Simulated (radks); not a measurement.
Values are calculated unless marked as measured or tabulated.
Tm4+, configuration [Xe] 4f10.5 6s0.5 (fractional occupations, a model configuration).

Code: a radial shooting solver on a logarithmic mesh with Libxc functionals. Model: scalar-relativistic Kohn-Sham, r2SCAN, spin-polarised, spherical densities, finite nucleus; open shells are filled with parallel spins first (spin-orbit coupling, left out, can overturn this in heavy ions); meta-GGA in the generalised Kohn-Sham scheme; Fermi nuclear charge, rms radius 5.2256 fm.

Energy parts (Ry):
| part | energy |
|---|---|
| total | -27127.4848 |
| kinetic | 29483.0730 |
| electron-nucleus | -66383.4341 |
| Hartree | 10339.7357 |
| exchange-correlation | -566.8594 |

Orbitals (lengths in bohr, moments of r in powers of bohr; r(90%) holds 90 % of the orbital's charge):
| orbital | occ. | eigenvalue (Ry) | <1/r> | <r> | r(90%) | <r^4> |
|---|---|---|---|---|---|---|
| 1s up | 1 | -4367.315 | 79.07 | 0.02001 | 0.0363 | 8.090e-07 |
| 1s down | 1 | -4367.314 | 79.07 | 0.02001 | 0.0363 | 8.090e-07 |
| 2s up | 1 | -742.4167 | 18.44 | 0.08486 | 0.131 | 0.0001250 |
| 2s down | 1 | -742.4155 | 18.44 | 0.08486 | 0.131 | 0.0001250 |
| 2p up | 3 | -655.8145 | 16.97 | 0.07543 | 0.123 | 0.00009561 |
| 2p down | 3 | -655.8127 | 16.97 | 0.07542 | 0.123 | 0.00009560 |
| 3s up | 1 | -171.2927 | 6.814 | 0.2207 | 0.324 | 0.004683 |
| 3s down | 1 | -171.1254 | 6.819 | 0.2206 | 0.323 | 0.004671 |
| 3p up | 3 | -144.9394 | 6.348 | 0.2202 | 0.329 | 0.004970 |
| 3p down | 3 | -144.7719 | 6.352 | 0.2200 | 0.329 | 0.004956 |
| 3d up | 5 | -112.3459 | 6.004 | 0.2000 | 0.311 | 0.003905 |
| 3d down | 5 | -112.2173 | 6.009 | 0.1998 | 0.310 | 0.003888 |
| 4s up | 1 | -37.96503 | 2.877 | 0.4966 | 0.712 | 0.1123 |
| 4s down | 1 | -37.62497 | 2.875 | 0.4967 | 0.713 | 0.1124 |
| 4p up | 3 | -29.23136 | 2.635 | 0.5260 | 0.764 | 0.1476 |
| 4p down | 3 | -28.89533 | 2.632 | 0.5263 | 0.764 | 0.1480 |
| 4d up | 5 | -17.57576 | 2.337 | 0.5662 | 0.848 | 0.2230 |
| 4d down | 5 | -17.24192 | 2.333 | 0.5670 | 0.850 | 0.2254 |
| 5s up | 1 | -7.93105 | 1.138 | 1.168 | 1.67 | 3.395 |
| 5s down | 1 | -7.79449 | 1.123 | 1.181 | 1.69 | 3.537 |
| 5p up | 3 | -5.70302 | 0.9801 | 1.335 | 1.93 | 6.009 |
| 5p down | 3 | -5.60671 | 0.9680 | 1.346 | 1.94 | 6.134 |
| 4f up | 7 | -4.75465 | 1.836 | 0.6912 | 1.15 | 0.8364 |
| 4f down | 3.5 | -4.44160 | 1.817 | 0.7029 | 1.18 | 0.9252 |
| 6s up | 0.5 | -2.60104 | 0.4794 | 2.675 | 3.76 | 87.23 |
| 6s down | 0 | -2.40967 | 0.4822 | 2.701 | 3.85 | 95.03 |

The highest occupied level is 6s up at -35.389 eV. Spin moment in Bohr magnetons: 4. The spin density at the nucleus is 58.18 e/bohr^3 (1s 0.29, 2s -0.54, 3s -17.02, 4s 5.95, 5s 19.28, 6s 50.22). The electron density at the nucleus is 1.002e+06 e/bohr^3 (large components only). Summed over all electrons, <r^2> = 32.71 bohr^2, which gives a Langevin (diamagnetic) susceptibility term of -25.9 x 10^-6 cm^3/mol.
